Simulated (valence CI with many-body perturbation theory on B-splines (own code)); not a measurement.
## Forbidden lines of P9+

Method: valence CI with perturbative core correlation (CI+MBPT): four valence electrons over a frozen Dirac-Fock core [He], radial functions for each j: 11 s, 11 p, 10 d, 8 f, 5 g, 2 h, with the one-electron correlation potential Σ1, the two-electron term Σ2, the three-electron term Σ3, Breit, model QED; selected CI, second order for the rest, scaled by the run's own slope (own B-spline code, finite nucleus).

No measured levels were compared; by estimate levels of excited configurations hold to 0.05 to 0.15 % of their energy, terms of the ground configuration to about 0.5 %. Among the levels kept, up to 940 cm⁻¹ of a level comes from second order outside the variational space, and about a tenth of that is noise between levels of different J, which matters for small intervals.

Lines 1 to 14 of 14 in falling wavelength, among levels below 331.35 eV, chosen from the decays that carry over 1 % of a level's rate. Wavelengths and rates use the calculated energies, so an error of 200 cm⁻¹ moves a line at 196.7 nm by 0.39 % and its rate by three times that or more. Electric multipoles are in the length gauge, E1 and E2 with the static RPA response of the core. S is in atomic units (e²a₀⁴ for E2 and M2, e²a₀⁶ for E3), for M1 in squared Bohr magnetons. Weak lines are less certain than strong ones. Lines between different terms over intervals too small for the method are left out, as are lines whose strength nearly cancels.

```
λ vac (nm)          Upper        Lower  Type   A (s⁻¹)  S (a.u.)
      2722    2s²2p² ³P_1  2s²2p² ³P_0    M1  8.91e-01  2.00e+00
      1869    2s²2p² ³P_2  2s²2p² ³P_1    M1  2.06e+00  2.49e+00
     196.7    2s²2p² ¹D_2  2s²2p² ³P_2    M1  3.89e+01  5.48e-02
     178.0    2s²2p² ¹D_2  2s²2p² ³P_1    M1  1.76e+01  1.84e-02
     165.5    2s²2p² ¹S_0  2s²2p² ¹D_2    E2  5.89e+00  6.53e-02
     85.76    2s²2p² ¹S_0  2s²2p² ³P_1    M1  4.51e+02  1.06e-02
     5.060   2s²2p3p ¹P_1  2s²2p² ¹D_2    E2  5.71e+07  5.07e-02
     4.880  2s2p²3p ³F°_4  2s2p³ ³D°_3    E2  3.01e+07  6.70e-02
     4.867  2s2p²3p ⁵D°_0  2s2p³ ⁵S°_2    E2  3.72e+07  9.08e-03
     4.864  2s2p²3p ⁵D°_1  2s2p³ ⁵S°_2    E2  3.68e+07  2.69e-02
     4.860  2s2p²3p ⁵D°_2  2s2p³ ⁵S°_2    E2  3.66e+07  4.43e-02
     4.853  2s2p²3p ⁵D°_3  2s2p³ ⁵S°_2    E2  3.67e+07  6.17e-02
     4.844  2s2p²3p ⁵D°_4  2s2p³ ⁵S°_2    E2  3.75e+07  8.03e-02
     4.118   2s2p²3d ¹G_4  2s²2p² ¹D_2    E2  3.63e+08  3.46e-01
```
